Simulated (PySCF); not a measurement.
A calculated (BLYP, PySCF 2.14, x2c-TZVPPall with one added diffuse shell each of s, p, d, f type, scalar relativity by spin-free X2C-1e) atom or ion has these occupied shells.

```tsv
shell	electrons	orbital energy (eV)	rms radius, mean of both spins (bohr)
1s α	1	-71445.0	0.0204
1s β	1	-71444.9	0.0204
2s α	1	-12406.1	0.0824
2s β	1	-12405.9	0.0824
2p α	3	-10870.3	0.0750
2p β	3	-10870.1	0.0750
3s α	1	-2890.0	0.211
3s β	1	-2889.9	0.211
3p α	3	-2434.7	0.212
3p β	3	-2434.6	0.212
3d α	5	-1899.8	0.194
3d β	5	-1899.7	0.194
4s α	1	-619.56	0.468
4s β	1	-619.33	0.468
4p α	3	-469.32	0.499
4p β	3	-469.10	0.499
4d α	5	-276.05	0.538
4d β	5	-275.79	0.538
5s α	1	-106.59	1.10
5s β	1	-104.75	1.10
5p α	3	-68.790	1.27
5p β	3	-66.498	1.27
4f α	7	-63.678	0.648
4f β	7	-63.210	0.648
5d α	4	-25.707	1.85
6p α	1	-15.725	3.42
```

Problem. Name the element and its charge.

Solution. Re²⁺ (rhenium, charge +2), in [Xe] 4f14 5d4 6p1, one real determinant (an excited configuration).
